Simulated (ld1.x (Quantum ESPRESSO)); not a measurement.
What one change does to a pseudopotential (Bi, TM)

Bi, norm-conserving Troullier–Martins (Kleinman–Bylander form), made with ld1.x (Quantum ESPRESSO) 7.5 (PBEsol, scalar-relativistic). Core [Xe] 4f14, reference 5d10 6s1.5 6p3.5. Waves: 6p (bound): rc 2.30 bohr; 5d (bound): rc 1.15 bohr; 6s (bound): rc 1.95 bohr. Local part: the s channel. Core correction: a·sin(br)/r model core, default radius (core density twice the valence density).

Change: core [Xe] 4f14 5d10, valence charge 5; reference 6s2 6p2; waves now 6s (bound): rc 1.60 bohr; 6p (bound): rc 2.10 bohr; local potential all-electron potential smoothed inside 1.30 bohr (lloc = -1); core correction none.

Cutoffs: the cutoffs (Ry, on a coarse ladder) from which the occupation-weighted sum of valence levels, in a spherical-Bessel basis at the reference potential, stays within 10 and 1 mRy of its value at 400 Ry; they do not see the model core or the augmentation charge, which bear on the density cutoff. Errors are all-electron minus pseudo energies relative to the spin-unpolarised reference configuration.

Task: What does the change do?

Result: The potential gets softer (90 Ry and 120 Ry → 35 Ry and 90 Ry); a bound ghost appears in d, p, s, which as a rule spoils a file. The shells moved into the core no longer need plane waves of their own. Several settings change at once here, so the effects cannot be laid on one of them.

| quantity | base | changed |
| --- | --- | --- |
| cutoff, loose | 90 Ry | 35 Ry |
| cutoff, tight | 120 Ry | 90 Ry |
| bound ghosts | none | s, p, d |
| largest error over its own tests, meV | -222 | +130 |

 A true bound ghost makes a file unfit for plane-wave use even where its test errors are small: the radial tests pick states by their node count and pass the ghost by.
